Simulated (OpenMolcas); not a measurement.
Pt3+ among 6 point charges of -1.7 e arranged as a tetragonal octahedron (D4h), 1.92 Å from the ion, with the axial distance 2.035 Å.

| Item | Value |
| --- | --- |
| Program | OpenMolcas 26.06 |
| Method | CASSCF |
| Basis | ANO-RCC-VDZP [7s6p4d2f] |
| Scalar Hamiltonian | DKH2, point nucleus |
| Active space | 7 electrons in 5 orbitals (5d) |
| State averaging | 2S+1 = 4 even, 10 roots; 2S+1 = 2 even, 40 roots |
| Spin-orbit coupling | RASSI with atomic mean-field integrals over the reference wave functions |

Task: What is the spin-free ground state (labels of D4, the rotations of D4h)?

Result: 4A2, 1-fold in its orbital part, 94 % from free-ion F terms; it has the highest spin that d7 allows.

Task: Where is the first state of the same spin?

Result: 4E at 1200 cm-1 above the ground state.

Task: What are the lowest two levels with spin-orbit coupling?

Result: A 2-fold level E1/2 with g = 1.71, 6.13, 6.13, then a 2-fold level E1/2 1116 cm-1 above it. Their leading multiplicities are 4 (88 %) and 4 (77 %).

Task: What is χT at 300 K?

Result: 3.11 cm3 K/mol.

Spin-orbit coupling mixes the spin-free states strongly: the lowest level takes only 55 % from its leading state, 4A2. Without dynamic correlation the repulsion within the d shell is too large (B by tens of per cent), so at a given field states of lower spin stand too high. This shell can be high or low spin here, a state of another spin lies low, and with metal d orbitals alone active their balance is uncertain, so the ground spin may be wrong. Point charges give a weaker field than real ligands, and real ions of this kind are as a rule low spin; the high spin found here belongs to the model. Point charges carry no covalency, so the field is a model and not that of real ligands. No measured value stands beside these numbers.
